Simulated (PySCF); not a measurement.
# What a mistake does to a calculation on B2CH5O

All numbers below are calculated, not measured. They come from PySCF 2.14.0, an open-source quantum chemistry program, on an isolated molecule that a program drew, which may never have been made. The molecule is B2CH5O (charge 0, doublet), drawn as the SMILES string `BOB[CH2]`.

Each row is a Hartree-Fock (HF) and frozen-core CCSD(T) single point in the cc-pVDZ basis, meant for a local HF minimum. Run 1 is clean. Each other run has one planted mistake out of seven kinds, and not every kind appears here: one electron removed, one electron added, multiplicity raised by two, geometry at a saddle point, minimal basis STO-3G, one bond length entered in bohr, all coordinates scaled. The reference is restricted for singlets and unrestricted otherwise, and also for a bond in bohr. Adding or removing an electron swaps singlet and doublet. Electrons count all cores. HOMO and LUMO are orbital energies over both spins, the gradient is its largest component, and the lowest frequency (negative if imaginary) is given only where the gradient is small. Bond lengths are over the 8 bonds as drawn. T1 is the CCSD diagnostic: over 0.02 (restricted) or 0.045 (unrestricted) a single reference is doubtful.

Geometry of the clean run:
```xyz
9
B2CH5O, angstrom
B    -0.0845    0.1363   -0.0670
O    -1.3588    0.2139   -0.5273
B    -1.7652    0.6581   -1.7639
C    -3.2708    0.6661   -2.0908
H     0.8371    0.4754   -0.7603
H     0.0824   -0.2790    1.0458
H    -0.9415    1.0281   -2.5579
H    -4.0173    0.3323   -1.3761
H    -3.6589    1.0037   -3.0458
```

| run | electrons | basis functions | <S^2> | HOMO (eV) | LUMO (eV) | gradient (hartree/bohr) | lowest frequency (cm^-1) | mean bond (Å) | longest bond (Å) | T1 | HF (hartree) | CCSD(T) (hartree) | mistake |
|---|---|---|---|---|---|---|---|---|---|---|---|---|---|
| 1 | 29 | 81 | 0.758 | -10.79 | 1.40 | 2.9e-05 | 121 | 1.2560 | 1.541 | 0.0141 | -165.06244 | -165.58019 | no fault |
| 2 | 30 | 81 | 0.000 | -1.11 | 7.55 | 9.5e-02 | - | 1.2560 | 1.541 | 0.0223 | -165.04649 | -165.61959 | one electron added |
| 3 | 28 | 81 | 0.000 | -16.66 | -7.89 | 1.0e-01 | - | 1.2560 | 1.541 | 0.0200 | -164.72235 | -165.22010 | one electron removed |
| 4 | 29 | 81 | 3.777 | -6.11 | -2.51 | 5.0e-02 | - | 1.2560 | 1.541 | 0.0327 | -164.83927 | -165.36685 | ? |
| 5 | 29 | 25 | 0.761 | -9.52 | 4.85 | 2.1e-02 | - | 1.2560 | 1.541 | 0.0175 | -162.95081 | -163.15315 | ? |

**Which mistake was planted in run 4, and what did it cost?**

Electrons, basis and geometry are unchanged, and <S^2> is 3.777, beside S(S+1) = 3.75 for a multiplicity of 4. So the mistake is: multiplicity raised by two. Subtracting run 1 and multiplying by 627.51 kcal/mol a hartree, the energy moved by 140.0 kcal/mol in HF and 133.9 kcal/mol in CCSD(T).

**Which mistake was planted in run 5, and what did it cost?**

It has 25 basis functions where the clean run has 81, with the same electrons and geometry. So the mistake is: minimal basis STO-3G. Subtracting run 1 and multiplying by 627.51 kcal/mol a hartree, the energy moved by 1325.1 kcal/mol in HF and 1523.0 kcal/mol in CCSD(T).

Cautions from the logs. Run 2: T1 is over the limit, so its CCSD(T) energy is less reliable; run 3: T1 is over the limit, so its CCSD(T) energy is less reliable.
